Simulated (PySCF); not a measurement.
## Ionisation energy of Cd⁴⁰⁺ by level of theory

Cd⁴⁰⁺ [He] 2s2 2p4 [2p1/2^2 2p3/2^2, M_J = 2] → Cd⁴¹⁺ [He] 2s2 2p3 [2p1/2^2 2p3/2^1, M_J = 3/2], as a difference of total energies. Calculation: PySCF 2.14, in an even-tempered Gaussian basis (17 s from 19 bohr⁻², ratio 2.4; 12 p from 25 bohr⁻², ratio 2.4; 5 d from 89 bohr⁻², ratio 2.6; 4 f from 130 bohr⁻², ratio 2.6); the two-component X2C-1e Hamiltonian. Correlated levels: nothing frozen; the 32 highest virtual spinors dropped. "Screened" scales the spin-orbit matrix elements by Boettger's factors to mimic the two-electron term; Breit and QED terms are absent.

```csv
method,ionisation energy (eV)
GHF (spin-free),6292.3
GMP2 (spin-free),6293.9
GHF (screened spin-orbit),6258.3
GMP2 (screened spin-orbit),6258.0
```

For this ion Breit and QED terms and the two-electron picture change, all absent here, outweigh the correlation shift from GHF to GMP2.

The spin-free rows relax to the high-spin LS determinant and lack the spin-orbit shift.

The labels give the starting determinants; with spin-orbit coupling the two ends relaxed to ⟨J²⟩ = 6.00, ⟨L²⟩ = 3.13, ⟨S²⟩ = 1.44 and ⟨J²⟩ = 3.75, ⟨L²⟩ = 2.33, ⟨S²⟩ = 1.60.

For comparison: 6257 ± 12 eV (semi-empirical (NIST evaluation); NIST Atomic Spectra Database, ionization energies).
